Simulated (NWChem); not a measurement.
The numbers come from NWChem runs, not from measurements. System: ITl, charge 0, spin multiplicity 1, at a geometry optimised with B3LYP/def2-SVP with def2 effective core potentials on I, Tl. The structure started from a generated list of species. Level: CCSD(T)/def2-SVP with def2 effective core potentials on I, Tl, 8 core orbitals frozen.

Job file:

```
start mol
memory heap 100 mb stack 700 mb global 1900 mb
geometry units angstroms nocenter noautoz
  Tl     0.000000     0.000000    -1.145950
  I      0.000000     0.000000     1.751358
  symmetry group C2v
end
basis spherical
  * library def2-svp
end
ecp
  I library def2-ecp
  Tl library def2-ecp
end
scf
  rhf
  nopen 0
  maxiter 100
  thresh 1e-7
  semidirect memsize 60000000 filesize 0
end
ccsd
  freeze core 8
  maxiter 60
end
task ccsd(t) energy
```

Output (cleaned and shortened):

```
             Northwest Computational Chemistry Package (NWChem) 7.3.0
             --------------------------------------------------------

                                NWChem Input Module
                                -------------------

 Scaling coordinates for geometry "geometry" by  1.889725989
 (inverse scale =  0.529177249)

 Turning off AUTOSYM since
 SYMMETRY directive was detected!

                             Geometry "geometry" -> ""
                             -------------------------

 Output coordinates in angstroms (scale by  1.889725989 to convert to a.u.)

  No.       Tag          Charge          X              Y              Z
 ---- ---------------- ---------- -------------- -------------- --------------
    1 Tl                  81.0000     0.00000000     0.00000000    -1.14595000
    2 I                   53.0000     0.00000000     0.00000000     1.75135800

 Effective nuclear repulsion energy (a.u.)     784.0926577208

            Nuclear Dipole moment (a.u.)
            ----------------------------
        X                 Y               Z
 ---------------- ---------------- ----------------
     0.0000000000     0.0000000000     0.0000453534

      Symmetry information
      --------------------

 Group name             C2v
 Group number             16
 Group order               4
 No. of unique centers     2

      Symmetry unique atoms

     1    2


 Summary of "ao basis" -> "" (spherical)
 ------------------------------------------------------------------------------
       Tag                 Description            Shells   Functions and Types
 ---------------- ------------------------------  ------  ---------------------
 *                          def2-svp                  on all atoms

 Summary of "ao basis" -> "ao basis" (spherical)
 ------------------------------------------------------------------------------
       Tag                 Description            Shells   Functions and Types
 ---------------- ------------------------------  ------  ---------------------
 Tl                         def2-svp                10       26   4s4p2d
[...]
task       210 out of       210 done 100%  at       2.0 secs
 commencing triples evaluation - blocking       1
 ccsd(t): done        1 out of       29 progress:    3.4%
 ccsd(t): done        2 out of       29 progress:    6.9%
 ccsd(t): done        3 out of       29 progress:   10.3%
 ccsd(t): done        4 out of       29 progress:   13.8%
 ccsd(t): done        5 out of       29 progress:   17.2%
 ccsd(t): done        6 out of       29 progress:   20.7%
 ccsd(t): done        7 out of       29 progress:   24.1%
 ccsd(t): done        8 out of       29 progress:   27.6%
 ccsd(t): done        9 out of       29 progress:   31.0%
 ccsd(t): done       10 out of       29 progress:   34.5%
 ccsd(t): done       11 out of       29 progress:   37.9%
 ccsd(t): done       12 out of       29 progress:   41.4%
 ccsd(t): done       13 out of       29 progress:   44.8%
 ccsd(t): done       14 out of       29 progress:   48.3%
 ccsd(t): done       15 out of       29 progress:   51.7%
 ccsd(t): done       16 out of       29 progress:   55.2%
 ccsd(t): done       17 out of       29 progress:   58.6%
 ccsd(t): done       18 out of       29 progress:   62.1%
 ccsd(t): done       19 out of       29 progress:   65.5%
 ccsd(t): done       20 out of       29 progress:   69.0%
 ccsd(t): done       21 out of       29 progress:   72.4%
 ccsd(t): done       22 out of       29 progress:   75.9%
 ccsd(t): done       23 out of       29 progress:   79.3%
 ccsd(t): done       24 out of       29 progress:   82.8%
 ccsd(t): done       25 out of       29 progress:   86.2%
 ccsd(t): done       26 out of       29 progress:   89.7%
 ccsd(t): done       27 out of       29 progress:   93.1%
 ccsd(t): done       28 out of       29 progress:   96.6%
 ccsd(t): done       29 out of       29 progress:  100.0%
 Time for integral evaluation pass     1        2.04
 Time for triples evaluation pass      1        2.18

 pseudo-e(mp4)  -0.60760808502003E-02
 pseudo-e(mp5)   0.40053161437359E-03
        e(t)    -0.56755492358267E-02

 --------------
 CCSD(T) Energy
 --------------
 Reference energy:                    -468.255053420202273

 CCSD corr. energy:                     -0.197896405821892
 T(CCSD) corr. energy:                  -0.006076080850200
 Total CCSD+T(CCSD) energy:           -468.459025906874388

 CCSD corr. energy:                     -0.197896405821892
 (T) corr. energy:                      -0.005675549235827
 Total CCSD(T) energy:                -468.458625375259999

 routine      calls  cpu(0)   cpu-min  cpu-ave  cpu-max   i/o
 aoccsd          1     0.02     0.02     0.02     0.02    0.00
 iterdrv         1     0.01     0.01     0.01     0.01    0.00
 pampt          13     0.11     0.11     0.11     0.11    0.00
 t2pm           13     0.24     0.24     0.24     0.24    0.00
 sxy            13     0.18     0.18     0.18     0.18    0.00
 ints       569556    23.72    23.72    23.72    23.72    0.00
 t2eri        2730     3.54     3.54     3.54     3.54    0.00
 idx2         2730     0.82     0.82     0.82     0.82    0.00
 idx34          13     0.11     0.11     0.11     0.11    0.00
 ht2pm          13     0.23     0.23     0.23     0.23    0.00
 itm            13     1.03     1.03     1.03     1.03    0.00
 pdiis          13     0.03     0.03     0.03     0.03    0.00
 triples         1     0.00     0.00     0.00     0.00    0.00
 rdtrpo          1     0.01     0.01     0.01     0.01    0.00
 trpmos          1     2.04     2.04     2.04     2.04    0.00
 trpdrv          1     0.29     0.29     0.29     0.29    0.00
 dovvv      104400     0.64     0.64     0.64     0.64    0.00
 doooo      104400     0.38     0.38     0.38     0.38    0.00
 tengy       97875     0.77     0.77     0.77     0.77    0.00
 Total                34.17    34.17    34.17    34.17    0.00

 Task  times  cpu:       36.8s     wall:       36.8s

 Total times  cpu:       36.8s     wall:       36.8s
```
